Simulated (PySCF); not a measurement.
Compound: BrCl.
Structure used (BHandHLYP/def2-TZVP), in Å, numbered top down from 1:
```xyz
2
BrCl angstrom
Cl     1.0699   -0.0115    0.0072
Br    -1.0676    0.0125   -0.0215
```

Computed, not measured: PySCF 2.14.0, BHandHLYP/def2-TZVP geometry optimisation, gas phase.

Masses are those of the commonest isotopes; rigid-rotor values at the optimised geometry. 

Problem. What are the moment of inertia and the rotational constant?

Solution. I = 110.750 u·Å², B = 505379 MHz·u·Å²/I = 4563 MHz (0.1522 cm⁻¹, or 0.219 K as hB/k). For two atoms I = μr² with μ = 24.2317 u and r = 2.1379 Å.

Problem. List the first levels of a rigid rotor in a Σ state.

Solution. E(J) = BJ(J+1): J = 1: 0.304, J = 2: 0.913, J = 3: 1.827, J = 4: 3.044, J = 5: 4.566, J = 6: 6.393 cm⁻¹.

Problem. Where do the first rotational lines fall?

Solution. The dipole is 0.49 D; J+1 ← J lies at 2B(J+1): 1 ← 0 at 9.13 GHz, 2 ← 1 at 18.25 GHz, 3 ← 2 at 27.38 GHz, 4 ← 3 at 36.51 GHz, 5 ← 4 at 45.63 GHz, 6 ← 5 at 54.76 GHz.

Problem. Estimate the classical rotational partition function at 10 K, 25 K and 200 K.

Solution. Point group C∞v, symmetry number σ = 1; q = kT/(σhB), k/h = 20836.6 MHz/K: 45.7 at 10 K, 114 at 25 K, 913 at 200 K.

Not checked by BHandHLYP/def2-TZVP frequencies. These are rigid-rotor constants of the computed structure; measured ground-state constants (B0) also hold zero-point vibration.
